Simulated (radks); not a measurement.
Results of a calculation; reference values are marked as such.
Polarisability of the ytterbium ion Yb2+, [Xe] 4f14, at imaginary frequency. Code: a radial shooting solver on a logarithmic mesh with Libxc functionals. Model: non-relativistic Kohn-Sham, LDA (Slater exchange, Perdew-Wang correlation), spin-polarised, spherical densities, point nucleus; relativity is left out, which matters for an element this heavy. Response by self-consistent Sternheimer equations with the Hartree and adiabatic LDA kernel.

w (hartree)  alpha1(iw) (bohr^3)  alpha2(iw) (bohr^5)
0.00266                    6.490                16.48
0.0143                     6.487                16.48
0.0360                     6.472                16.47
0.0697                     6.424                16.42
0.118                      6.312                16.29
0.186                      6.097                16.03
0.280                      5.753                15.55
0.413                      5.269                14.72
0.605                      4.626                13.41
0.892                      3.784                11.46
1.35                       2.768                8.803
2.12                       1.741                5.695
3.59                      0.9112                2.860
6.94                      0.3720                1.005
17.5                     0.09375               0.1977

Static values: alpha1 = 6.490 bohr^3 (0.9617 angstrom^3; uncoupled 13.70), alpha2 = 16.48 bohr^5, alpha3 = 125.0 bohr^7. C6 = 35.59, C8 = 511.8, triple-dipole C9 = 155.4 atomic units. One-pole (London) frequency 4 C6 / (3 alpha1^2) = 1.127 hartree, against 0.804 for minus the highest occupied eigenvalue. The dipole shielding factor is 0.972, as the force sum rule N/Z = 0.971 demands.
